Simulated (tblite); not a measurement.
Species: C₃H₂BrF.
SMILES: `FC1(Br)C=C1`

Calculated harmonic vibrations of the isolated species, GFN2-xTB (tblite), most abundant isotopes, no scaling. The method is semi-empirical: single wavenumbers can be off by several per cent or more.

Harmonic wavenumbers (cm⁻¹): 265.7, 297.3, 305.3, 440.3, 504.6, 727.3, 751.6, 886.8, 905.3, 929.0, 1002.0, 1260.8, 1735.1, 3225.0, 3249.3.

A = 6644, B = 2254, C = 1876 MHz; mass 135.932 u (most abundant isotopes); point group Cs, symmetry number 1.

Question: Zero-point energy?

Answer: ½Σν̃ = 8243 cm⁻¹ = 98.60 kJ/mol.

Question: What is S at 350 K and 1 bar for an ideal gas of classical rigid rotors and harmonic oscillators?

Answer: Translation 173.45, rotation 114.30, vibration 37.41: S = 325.2 J/(mol K).

Question: And Cp and H(350 K) − H(0)?

Answer: Cp = 88.54 J/(mol K), of which vibrations give 55.29 (their classical limit is 15 R = 124.7); H(350 K) − H(0) = 20.08 kJ/mol without the zero-point energy, 8.44 from vibrations.

Question: How do the functions run with temperature in this model?

Answer: 
```tsv
T (K)	S (J/(mol K))	Cp (J/(mol K))	H − H(0) (kJ/mol)	G − H(0) (kJ/mol)	ln q(vib)
50	223.1	33.7	1.67	-9.49	0.00
100	248.3	41.2	3.51	-21.32	0.05
298.15	311.6	80.4	15.69	-77.22	1.18
373.15	330.9	91.8	22.16	-101.32	1.79
500	359.9	106.2	34.78	-145.19	2.89
750	406.5	122.9	63.64	-241.24	5.03
1000	443.3	132.6	95.68	-347.63	7.00
```

q(vib) and H(0) count from the zero-point level.

Question: Which modes carry the vibrational entropy at 350 K?

Answer: 265.7 cm⁻¹: 7.98; 297.3 cm⁻¹: 7.15; 305.3 cm⁻¹: 6.95; 440.3 cm⁻¹: 4.43; 504.6 cm⁻¹: 3.59; 727.3 cm⁻¹: 1.75 J/(mol K); the other 9 give 5.56 together.

Question: What must be added to the electronic energy to get the Gibbs energy at 350 K and 1 bar?

Answer: ZPE + [H(350 K) − H(0)] − T·S = 98.60 + 20.08 − 113.80 = 4.88 kJ/mol.

Hindered rotation and anharmonicity are outside this model.
